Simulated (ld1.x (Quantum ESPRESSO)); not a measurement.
# Transferability test, PAW potential for Al

- Element: Al (Z = 13)
- Generator: ld1.x (Quantum ESPRESSO) 7.5
- Type: PAW
- Functional: PBEsol
- Relativity: scalar-relativistic
- Frozen core: [Ne]
- Valence charge: 3
- Reference configuration: 3s2 3p1
- Partial waves: 3s (bound): rcut 1.65, rcutus 1.75 bohr; 3s channel at 2.5 Ry: rcut 1.65, rcutus 1.75 bohr; 3p (bound): rcut 1.40, rcutus 1.85 bohr; 3p channel at 0.5 Ry: rcut 1.40, rcutus 1.85 bohr
- Local potential: all-electron potential smoothed inside 1.40 bohr (lloc = -1)
- Core correction: a·sin(br)/r model core, default radius (core density twice the valence density)
- Augmentation charge: PSQ, inside the norm-conserving radii

Energies are relative to the spin-unpolarised reference configuration 3s2 3p1; without spin polarisation the order of configurations can differ from experiment. The frozen-core shift is the all-electron ΔE with the core orbitals held at their reference shape minus the fully relaxed ΔE.

(1) Give the all-electron excitation energy and the error of the potential for: 3s2 3p0; 3s1 3p0; 3s2 3p0.5; 3s0 3p3; 3s2 3p1.3; 3s1 3p2; 3s1 3p1.

Levels in the configuration 3s0 3p3:

```tsv
level	all-electron (eV)	pseudo (eV)
3p	-3.867	-3.869
```

Answers

(1)

| valence configuration | charge | ΔE all-electron (eV) | error AE − PS (meV) | frozen-core shift (meV) |
| --- | --- | --- | --- | --- |
| 3s2 3p0 | +1 | 5.736 | -0.8 | +1.0 |
| 3s1 3p0 | +2 | 24.906 | -20 | +23 |
| 3s2 3p0.5 | +0.5 | 2.074 | -0.1 | +0.1 |
| 3s0 3p3 | 0 | 10.405 | -6.1 | +6.8 |
| 3s2 3p1.3 | -0.3 | -0.568 | 0.0 | 0.0 |
| 3s1 3p2 | 0 | 5.119 | -1.5 | +1.7 |
| 3s1 3p1 | +1 | 11.527 | -4.3 | +5.1 |
